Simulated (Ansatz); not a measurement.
The input (input.yaml):

```yaml
crystal:
  periodic: [false, false, false]
  atoms:
    - { symbol: W, position_ang: [0.200045, 0.170664, -0.466591] }
    - { symbol: O, position_ang: [0.2697, 0.130312, 2.658428] }
    - { symbol: H, position_ang: [-0.530972, 0.607915, 2.904542] }
    - { symbol: H, position_ang: [1.320909, -0.796364, 0.281468] }
    - { symbol: H, position_ang: [-0.893885, 1.073875, 0.396718] }
    - { symbol: H, position_ang: [-1.403875, -0.372792, -0.38406] }
    - { symbol: H, position_ang: [-0.137964, -1.482098, -0.301443] }
    - { symbol: H, position_ang: [0.432484, 0.518194, -2.128987] }
    - { symbol: F, position_ang: [1.295023, 1.460148, 0.368659] }
    - { symbol: H, position_ang: [0.876435, 0.843746, 2.354665] }
basis:
  gaussian: { orbitals: def2-SVP }
hamiltonian:
  xc: pbe0
  dispersion: d4
relax:
  f_tol: 0.03
  max_steps: 50
```

Command:

```bash
$ ansatz run input.yaml --threads 2 --pin off --max-ram 3072MiB --backend cpu --events-out ev --progress --plain --runs-dir out
```

Hardware: 2 threads of Arm Neoverse V1 (shared host).

Q: Roughly how long does this run take, and how much memory?

A: 84 s, with a peak of 0.19 GiB, for 31 ionic steps.
